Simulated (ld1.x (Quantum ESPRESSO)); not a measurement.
Configuration tests for Si (Z = 14) (RRKJ)

ld1.x (Quantum ESPRESSO) 7.5 input, shortened:

```
&input
   title='Si', zed=14., rel=1, dft='WC', iswitch=3,
   config='[Ne] 3s2 3p0.5'
 /
 &inputp
   pseudotype=2, tm=.false., lloc=0,
   nlcc=.true., new_core_ps=.true., rcore=0.80
 /
2
3P  2  1   0.50   0.00  2.15  2.15  0.0
3S  1  0   2.00   0.00  1.20  1.20  0.0
 &test
   configts(1)='3s2 3p0.5'
 /
```

Energies are relative to the spin-unpolarised reference configuration 3s2 3p0.5; without spin polarisation the order of configurations can differ from experiment. The frozen-core shift is the all-electron ΔE with the core orbitals held at their reference shape minus the fully relaxed ΔE.

Q: Give the all-electron excitation energy and the error of the potential for: 3s2 3p2; 3s2 3p1; 3s2 3p0; 3s2 3p1.5; 3s0 3p4; 3s2 3p2.3; 3s1 3p3.

A:

```tsv
valence configuration	charge	ΔE all-electron (eV)	error AE − PS (meV)	frozen-core shift (meV)
3s2 3p2	0	-14.602	+17	+3.5
3s2 3p1	+1	-6.885	+3.6	+0.8
3s2 3p0	+2	9.105	+4.7	+2.1
3s2 3p1.5	+0.5	-11.694	+11	+2.3
3s0 3p4	0	-0.845	-43	+0.8
3s2 3p2.3	-0.3	-15.523	+20	+3.8
3s1 3p3	0	-7.797	-1.6	+1.0
```
